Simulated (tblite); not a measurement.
A tight-binding relaxation on `COB(CB(F)F)C(C)C`.

Computed with GFN2-xTB geometry optimisation, gas phase (tblite 0.8.0). Start geometry: from a force field or distance geometry. The input is one job of a driver script: a line of settings, then coordinates in Å.

Command:
```bash
OMP_NUM_THREADS=1 python probes_run.py task.json out
```

Input:
```
{"job": {"kind": "relax", "xc": "GFN2-xTB", "basis": "xTB"}, "charge": 0, "multiplicity": 1}
C     -1.911700    -1.832500    -0.064300
O     -0.595400    -1.516700    -0.257500
B     -0.328100    -0.079100    -0.342700
C     -1.195100     0.989200     0.480400
B     -1.193200     2.411200    -0.208900
F     -0.830800     2.542000    -1.619900
F     -2.145700     3.365300     0.331600
C      1.230600     0.286700    -0.392300
C      1.670800     0.340200     1.058100
C      1.971600    -0.908600    -0.977300
H     -2.365000    -1.333700     0.811200
H     -1.992500    -2.930500     0.148400
H     -2.450200    -1.628100    -1.003400
H     -2.245100     0.693900     0.581500
H     -0.746600     1.145900     1.486700
H      1.402900     1.218400    -0.931800
H      0.945600    -0.301000     1.624500
H      1.690600     1.356000     1.461500
H      2.641500    -0.193700     1.159200
H      2.787500    -0.591700    -1.671800
H      2.422100    -1.498700    -0.143200
H      1.225900    -1.515300    -1.531000
```

Output:
```
step      E/eV     max force
  0    -894.66495    3.868
  1    -895.53565    2.481
  2    -895.90941    2.619
  3    -896.07127    0.972
  4    -896.18180    0.570
  5    -896.23637    0.823
  6    -896.31048    0.827
  7    -896.37709    0.598
  8    -896.43241    0.569
  9    -896.46792    0.368
... (178 lines left out)
188    -896.93687    0.024
189    -896.93697    0.016
190    -896.93705    0.016
191    -896.93711    0.017
192    -896.93718    0.015
193    -896.93726    0.019
194    -896.93734    0.018
195    -896.93739    0.015
196    -896.93741    0.012
197    -896.93744    0.009
```

«max force» is the largest atomic force in eV/Å.

Summary of the converged run: energy lowered by 52.4 kcal/mol over 197 steps; largest atomic force 0.009 eV/Å at the end.

**Question.** Give the final coordinates.

**Answer.** 0.880 Å rms from the input after alignment:
```
atom  x, y, z in Å
C1    -2.0912   -1.6115   -0.4904
O2    -0.7367   -1.2228   -0.4481
B3    -0.2508   -0.0851    0.0284
C4    -1.1982    1.0656    0.6701
B5    -1.7846    1.9475   -0.4729
F6    -2.9482    1.7073   -1.0629
F7    -1.1440    2.9780   -0.9982
C8     1.3339    0.1460   -0.0912
C9     2.0028    0.4446    1.2581
C10    2.0496   -1.0328   -0.7579
H11   -2.4355   -1.8864    0.5099
H12   -2.1632   -2.4813   -1.1445
H13   -2.7235   -0.8108   -0.8770
H14   -1.9967    0.5894    1.2374
H15   -0.6077    1.6764    1.3474
H16    1.4883    1.0294   -0.7238
H17    1.8549   -0.3844    1.9462
H18    1.5929    1.3445    1.7086
H19    3.0730    0.5891    1.1237
H20    3.1072   -0.8147   -0.8935
H21    1.9572   -1.9237   -0.1419
H22    1.6101   -1.2450   -1.7283
```

Time: 2.4 s. Hardware: an Intel Xeon with one thread, shared host with 64 logical CPUs at a one-minute load of 63.
Labels such as C1 count atoms from 1, the log's own numbers from 0.
